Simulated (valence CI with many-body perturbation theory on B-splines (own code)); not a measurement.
**Nb¹⁹⁺: what each term of the Hamiltonian does**

Calculated by configuration interaction combined with many-body perturbation theory (CI+MBPT): four valence electrons over a frozen Dirac-Fock core [Ar], radial functions for each j: 9 s, 9 p, 10 d, 8 f, 5 g, 3 h, 1 i, with the one-electron correlation potential Σ1 (screened to all orders), the two-electron term Σ2, the three-electron term Σ3, Breit, model QED; selected single and double excitations, second order for the rest (own B-spline code, finite nucleus).

No measured spectrum was set against this ion. As an estimate, terms of the open shell hold to 2 to 4 % of their energy, and close levels can change places. Core correlation moves these levels by up to 9400 cm⁻¹, and in measured spectra 5 to 20 % of such shifts remained as error; rates that hang on mixing are uncertain with them. Only levels of the ground parity were solved; by the run's estimate the other parity begins above the list, which can be wrong where configurations are misplaced.

Each rung adds one term. CI alone is the Dirac-Coulomb CI over the frozen core; QED comes last and gives the full result, which names the levels. Energies are above 3d4 5D_0 on the same rung, in eV.

Names give the largest LS component (configuration and term), which can be under half, so a name can repeat, a term be missing and a line seem to break the LS rules; names also repeat where a configuration has a term twice. Letters in brackets count levels of one name in rising energy.

```
       Level  CI alone       Σ1       Σ2       Σ3    Breit      QED    Full
    3d4 5D_1     0.995  +0.0241  +0.0630  +0.0146  -0.0937  +0.0063   1.009
    3d4 5D_2     2.148  +0.0439  +0.0999  +0.0170  -0.1939  +0.0111   2.126
    3d4 5D_3     3.260  +0.0577  +0.1154  +0.0148  -0.2864  +0.0143   3.176
    3d4 5D_4     4.275  +0.0653  +0.1204  +0.0074  -0.3794  +0.0158   4.104
3d4 3P_0 [a]     8.364  +0.0405  -0.1550  -0.0852  -0.0642  +0.0067   8.106
    3d4 3H_4     9.394  +0.0444  +0.0179  -0.1032  -0.2274  +0.0070   9.133
3d4 3P_1 [a]    11.101  +0.0726  -0.1615  +0.0198  -0.1948  +0.0140  10.851
    3d4 3H_5    11.164  +0.0726  +0.0820  -0.0562  -0.3922  +0.0137  10.884
    3d4 3G_3    11.264  +0.0589  -0.1328  -0.0930  -0.2049  +0.0101  10.902
3d4 3F_2 [a]    11.639  +0.0624  -0.1554  -0.0450  -0.1954  +0.0110  11.316
    3d4 3H_6    12.074  +0.0816  +0.1416  -0.0611  -0.5345  +0.0159  11.718
3d4 3F_4 [a]    12.925  +0.0941  -0.0055  -0.0657  -0.3748  +0.0189  12.592
3d4 3P_2 [a]    13.969  +0.0935  -0.2682  -0.0034  -0.3164  +0.0175  13.492
    3d4 3G_4    14.169  +0.0877  -0.1198  -0.1820  -0.3911  +0.0164  13.580
3d4 3F_3 [a]    14.567  +0.1040  -0.1217  -0.0716  -0.3495  +0.0204  14.148
    3d4 3G_5    15.769  +0.1195  -0.0184  -0.0927  -0.5504  +0.0245  15.251
    3d4 3D_3    16.180  +0.0844  -0.4827  -0.1602  -0.2858  +0.0150  15.351
    3d4 3D_2    16.724  +0.0996  -0.3281  -0.0549  -0.3294  +0.0196  16.130
    3d4 1I_6    17.013  +0.1156  +0.1873  -0.1266  -0.5900  +0.0224  16.621
```

The middle columns are the shifts that each term adds.

Task: How does the ionisation energy move along the ladder, and which term matters most?

Result: CI alone 807.15, + Σ1 809.57, + Σ2 816.37, + Σ3 816.39, + Breit 816.12, + QED 816.15 eV. The largest step is Σ2, 6.80 eV. NIST lists 816 ± 4 eV (theoretical).
